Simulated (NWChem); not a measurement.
ZnH cation; SMILES [ZnH+]

All runs: NWChem. Coordinates come from a PBE0/def2-SVP optimisation. Total energies compare along this basis series because the functional is fixed.

```
level            basis functions  energy (Ha)  highest occupied level (eV)  orbital gap (eV)
---------------  ---------------  -----------  ---------------------------  ----------------
PBE/cc-pVDZ                   48   -1779.4124                       -15.65              4.38
PBE/aug-cc-pVDZ               68   -1779.4135                       -15.65              4.40
PBE/cc-pVTZ                   82   -1779.4208                       -15.62              4.41
PBE/aug-cc-pVTZ              116   -1779.4213                       -15.64              4.42
```
